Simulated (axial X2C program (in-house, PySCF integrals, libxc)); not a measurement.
## SbBr: nuclear properties from DFT to coupled cluster

Computed with an axial X2C code built on PySCF integrals: two-component X2C with atomic mean-field Coulomb and Gaunt terms, Gaussian nuclei, basis Sb dyall-acv3z, Br dyall-acv3z with contracted cores.

R = 2.496 Å (near the PBE0 minimum at charge 0 of the determinant lowest at the starting distance; the state shown can have its own minimum elsewhere); state Ω = 1 (⟨Sz⟩ = 0.99, ⟨Lz⟩ = 0.01 at PBE0).

| level | Eeff magnitude (GV/cm) | Ws magnitude Sb (kHz) | A∥/gI Sb (MHz) | qzz Sb (a.u.) | A∥/gI Br (MHz) | μ (D) |
| --- | --- | --- | --- | --- | --- | --- |
| PBE0 | 0.477 | 0.21 | -1070 | 3.60 | -50.3 | -1.82 |
| HF | 1.96 | 1.24 | -993 | 3.80 | -9.59 | -2.28 |
| B3LYP | 1.12 | 0.558 | -962 | 3.79 | -51.3 | -1.78 |

Eeff is the effective electric field on the electron electric dipole moment in this Ω state and Ws the scalar–pseudoscalar constant of the nucleus named (defined with the proton number Z and per Ω); A∥ (defined per Ω) follows by multiplying with gI = μI/(I μN); qzz is the electric field gradient, eQq0 = 234.96 MHz × Q/barn × qzz; μ is positive if the Br end (last atom) is positive. The operators were transformed with the bare-nucleus X2C matrices; with these basis sets, hyperfine constants and field gradients can be off by tens of per cent, and where levels differ in sign neither size nor sign is settled.

Finite-field MP2, CCSD and CCSD(T), with 22 electrons correlated in 130 natural virtual spinors (MP2 remainder added):

```tsv
level	Eeff magnitude (GV/cm)	Ws magnitude Sb (kHz)	A∥/gI Sb (MHz)	qzz Sb (a.u.)	A∥/gI Br (MHz)	μ (D)
MP2	2.29	1.5	-1120	3.72	-71.5	-2.07
CCSD	0.909	0.535	-831	3.57	-36.1	-1.97
CCSD(T)	1.15	0.682	-804	3.50	-39.9	-1.87
```

T1 = 0.014 (Lee–Taylor). One unrestricted determinant, the lowest of a limited PBE0 search, is the reference; the functionals treat spin collinearly. With several open shells it need not be a pure state. The sign of Eeff is opposite to CCSD(T) at HF. Eeff spreads by more than a factor of two over the levels. Correlation of the inner shells is missing, which matters for properties at the nucleus. Number of frozen shells: Sb 4 s, 3 p, 1 d; Br 3 s, 2 p, 1 d.

(1) By how much does correlation change each value, CCSD(T) against HF?

Results:

(1) A∥/gI Sb -19 %; qzz Sb -8 %; A∥/gI Br 316 %; μ -18 %.
